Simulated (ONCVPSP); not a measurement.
## Which change was made? (I, ONCV)

```
Element                 : iodine (I)
Generator               : ONCVPSP 4.0.1
Type                    : optimised norm-conserving Vanderbilt (ONCV)
Functional              : PBE
Relativity              : scalar-relativistic
Frozen core             : [Kr] 4d10
Valence charge          : 7
Reference configuration : 5s2 5p5
Partial waves           : 5s: rc 1.45 bohr, ncon 4, nbas 8, qcut 4.1 1/bohr, 2 projectors, debl 1.5 Ha; 5p: rc 1.95 bohr, ncon 4, nbas 8, qcut 4.6 1/bohr, 2 projectors, debl 3.1 Ha; d scattering state at 0.34 Ha: rc 1.90 bohr, ncon 4, nbas 8, qcut 4.9 1/bohr, 1 projector
Local potential         : polynomial inside 1.25 bohr (lpopt 5, dvloc0 6 Ha)
Core correction         : none
```

Cutoffs, loose and tight: the cutoffs (Ha) at which the residual kinetic energy of the hardest occupied pseudo-wave falls to 1 and 0.1 mHa per electron. They do not see the model core or the augmentation charge, which bear on the density cutoff. Test errors are all-electron minus pseudo excitation energies from the reference, over the configurations 5s2 5p4; 5s2 5p3; 5s2 5p2; 5s1 5p5; variants that change the core or the reference have their own tests.

The base gives: outcome: generated; cutoff, loose: 71 Ha; cutoff, tight: 87 Ha; bound ghosts: s; GHOST(+) flags above zero: s, p; largest test error (meV): -66.

(1) After one change the result is: outcome: generated; cutoff, loose: 51 Ha; cutoff, tight: 85 Ha; bound ghosts: none; GHOST(+) flags above zero: s, p; largest test error (meV): -65. Which change was it?
A. s: qcut 6.2
B. s: qcut 3.3
C. s: qcut 2.5

Results:

(1) B. The others give: s: qcut 2.5 → outcome: generated; cutoff, loose: 32 Ha; cutoff, tight: 78 Ha; bound ghosts: none; GHOST(+) flags above zero: s, p; largest test error (meV): -61 | s: qcut 6.2 → outcome: failed: ERROR pspot: first pseudo wave function has node, program will stop.
